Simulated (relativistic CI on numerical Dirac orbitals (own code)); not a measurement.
# Tb13+: computed level list

Method of calculation: Dirac-Coulomb-Breit CI, separate exchange-only KLI orbitals for each configuration, model QED (radiative potential, 1s self-energy scaled to tabulated hydrogen-like ionisation energies), unscaled Slater integrals (own radial code, finite nucleus).

CI space (outside the closed core [Kr] 4d10): 4f⁴5s², 4f⁶, 4f⁵5s, 4f⁴5s5p, 4f³5s²5p, 4f⁵5p, 4f³5s5p², 4f⁵5d, 4f²5s²5p6s, 4f³5s²6s, 4f³5s²7s, 4f²5s²5p², 4f²5s5p³, 4f5s²5p³, 4f5s²5p²6s, 4f5s²5p²7s, 4f²5s²6s², 4f²5s5p6s², 4f5s²5p6s², 4f5s²6s²7s. Double excitations out of closed p, d and f shells are left out; levels of such configurations are missing from the list, as are those of other unlisted configurations, and high levels can miss mixing partners.

The lowest level is 4f⁴5s² ⁵I4, with 96 % of that term; Hund's rules for 4f⁴5s² give ⁵I with J = 4, in agreement.

| No. | Configuration | Term | J | E (cm⁻¹) | % | Next component (%) | jj configuration (%) |
| --- | --- | --- | --- | --- | --- | --- | --- |
| 1 | 4f⁴5s² | ⁵I | 4 | 0.0 | 96 | 4 ³H | 4f5/2^3 4f7/2 (39) |
| 2 | 4f⁴5s² | ⁵I | 5 | 3417.2 | 98 | 2 ³H | 4f5/2^3 4f7/2 (65) |
| 3 | 4f⁴5s² | ⁵I | 6 | 7028.8 | 98 | 1 ³K | 4f5/2^2 4f7/2^2 (71) |
| 4 | 4f⁴5s² | ⁵I | 7 | 10712.7 | 96 | 3 ³K | 4f5/2 4f7/2^3 (45) |
| 5 | 4f⁴5s² | ⁵I | 8 | 14396.9 | 93 | 6 ³K | 4f5/2 4f7/2^3 (43) |
| 6 | 4f⁴5s² | ⁵F | 1 | 24976.3 | 93 | 7 ³D | 4f5/2^3 4f7/2 (73) |
| 7 | 4f⁴5s² | ⁵F | 2 | 25768.6 | 88 | 7 ³D | 4f5/2^2 4f7/2^2 (48) |
| 8 | 4f⁴5s² | ⁵F | 3 | 27775.6 | 92 | 3 ³F | 4f5/2^3 4f7/2 (54) |
| 9 | 4f⁴5s² | ⁵S | 2 | 29409.6 | 89 | 8 ³P | 4f5/2^2 4f7/2^2 (47) |
| 10 | 4f⁴5s² | ⁵F | 4 | 29449.7 | 74 | 12 ³G | 4f5/2^2 4f7/2^2 (36) |
| 11 | 4f⁴5s² | ³K | 6 | 30724.5 | 97 | 1 ¹I | 4f5/2^2 4f7/2^2 (49) |
| 12 | 4f⁴5s² | ⁵F | 5 | 32679.7 | 84 | 11 ³G | 4f5/2^2 4f7/2^2 (47) |
| 13 | 4f⁴5s² | ³K | 7 | 33263.7 | 74 | 21 ³L | 4f5/2^3 4f7/2 (54) |
| 14 | 4f⁴5s² | ³H | 4 | 33972.8 | 47 | 21 ⁵F | 4f5/2^2 4f7/2^2 (48) |
| 15 | 4f⁴5s² | ⁵G | 2 | 35540.5 | 88 | 10 ³F | 4f5/2^3 4f7/2 (44) |
| 16 | 4f⁵5s | ⁷H° | 2 | 35560.2 | 96 | 4 ⁵G° | 4f5/2^3 4f7/2^2 5s (34) |
| 17 | 4f⁴5s² | ⁵G | 3 | 36031.5 | 60 | 34 ³G | 4f5/2^3 4f7/2 (87) |
| 18 | 4f⁴5s² | ³K | 8 | 36330.7 | 58 | 19 ³L | 4f5/2^3 4f7/2 (55) |
| 19 | 4f⁵5s | ⁷H° | 3 | 36877.5 | 97 | 3 ⁵G° | 4f5/2^4 4f7/2 5s (37) |
| 20 | 4f⁵5s | ⁷H° | 4 | 38543.2 | 97 | 2 ⁵G° | 4f5/2^3 4f7/2^2 5s (46) |
| 21 | 4f⁴5s² | ³H | 5 | 39270.2 | 54 | 20 ⁵G | 4f5/2^2 4f7/2^2 (41) |
| 22 | 4f⁵5s | ⁷H° | 5 | 40482.5 | 98 | 1 ⁵G° | 4f5/2^3 4f7/2^2 5s (52) |
| 23 | 4f⁴5s² | ⁵G | 4 | 40789.8 | 72 | 22 ³H | 4f5/2^2 4f7/2^2 (73) |
| 24 | 4f⁴5s² | ³G | 3 | 42135.1 | 61 | 34 ⁵G | 4f5/2^2 4f7/2^2 (71) |
| 25 | 4f⁵5s | ⁷H° | 6 | 42621.4 | 98 | 1 ⁵I° | 4f5/2^2 4f7/2^3 5s (49) |
| 26 | 4f⁴5s² | ³D | 2 | 43340.6 | 55 | 17 ³P | 4f5/2^2 4f7/2^2 (40) |
| 27 | 4f⁴5s² | ³L | 7 | 43569.9 | 77 | 22 ³K | 4f5/2^2 4f7/2^2 (49) |
| 28 | 4f⁴5s² | ⁵G | 5 | 44780.7 | 69 | 29 ³H | 4f5/2 4f7/2^3 (48) |
| 29 | 4f⁵5s | ⁷H° | 7 | 44896.3 | 97 | 2 ⁵I° | 4f5/2^2 4f7/2^3 5s (46) |
| 30 | 4f⁴5s² | ³H | 6 | 45388.7 | 50 | 47 ⁵G | 4f5/2 4f7/2^3 (53) |
| 31 | 4f⁴5s² | ³L | 8 | 45746.3 | 51 | 23 ³M | 4f5/2^2 4f7/2^2 (62) |
| 32 | 4f⁴5s² | ³P | 1 | 45815.3 | 49 | 46 ³D | 4f5/2^2 4f7/2^2 (68) |
| 33 | 4f⁴5s² | ³M | 8 | 47025.2 | 42 | 33 ¹L | 4f5/2^2 4f7/2^2 (73) |
| 34 | 4f⁵5s | ⁷F° | 0 | 47168.8 | 97 | 3 ⁵D° | 4f5/2^3 4f7/2^2 5s (52) |
| 35 | 4f⁵5s | ⁷H° | 8 | 47252.4 | 96 | 4 ⁵I° | 4f5/2^2 4f7/2^3 5s (39) |
| 36 | 4f⁴5s² | ³L | 9 | 47314.5 | 69 | 30 ³M | 4f5/2^2 4f7/2^2 (79) |
| 37 | 4f⁵5s | ⁷F° | 1 | 47421.0 | 96 | 3 ⁵D° | 4f5/2^3 4f7/2^2 5s (40) |
| 38 | 4f⁵5s | ⁷F° | 2 | 47986.2 | 95 | 2 ⁵F° | 4f5/2^3 4f7/2^2 5s (39) |
| 39 | 4f⁴5s² | ³G | 4 | 48381.7 | 52 | 17 ³H | 4f5/2 4f7/2^3 (74) |
| 40 | 4f⁴5s² | ⁵G | 6 | 48833.2 | 51 | 46 ³H | 4f5/2 4f7/2^3 (46) |
| 41 | 4f⁵5s | ⁷F° | 3 | 48973.7 | 95 | 3 ⁵F° | 4f5/2^3 4f7/2^2 5s (48) |
| 42 | 4f⁴5s² | ³D | 3 | 49177.8 | 82 | 12 ³F | 4f5/2^2 4f7/2^2 (64) |
| 43 | 4f⁴5s² | ³P | 0 | 49197.4 | 100 |  | 4f5/2^2 4f7/2^2 (89) |
| 44 | 4f⁴5s² | ¹D | 2 | 49757.6 | 42 | 28 ³F | 4f5/2^3 4f7/2 (49) |
| 45 | 4f⁵5s | ⁷F° | 4 | 50487.0 | 95 | 3 ⁵F° | 4f5/2^3 4f7/2^2 5s (38) |

Energies count from the lowest computed level; ° marks odd parity. Filled j subshells are mostly left out of the jj labels.

The mean weight of the leading LS term, summed over parents, in these 45 levels is 79 %, and that of the leading jj configuration (from the same eigenvectors) 53 %, so LS coupling describes them better.

At this charge transitions that keep the count of f electrons are usually good to a few per cent. Terms inside the open d or f shell come out 10 to 20 % too wide with unscaled integrals. Levels and lines within the n = 5 or 6 shells can be off by up to 10 % or somewhat more, and those that change n by about 2 %, since core polarisation is missing. Levels that differ in their count of f electrons can be misplaced by several ten thousand cm⁻¹, since the correlation energy of f electrons is missing or only estimated; rates across such gaps can be off by orders of magnitude.

Landé's interval rule says that E(J) − E(J−1) = AJ with one A. For the ground term the intervals give A = 683.4, 601.9, 526.3, 460.5 cm⁻¹ for J = 5, 6, 7, 8; the multiplet is regular.

LS names give the leading component of a level, which can be under half, so a name can repeat, a term be missing and a line seem to break the LS rules.
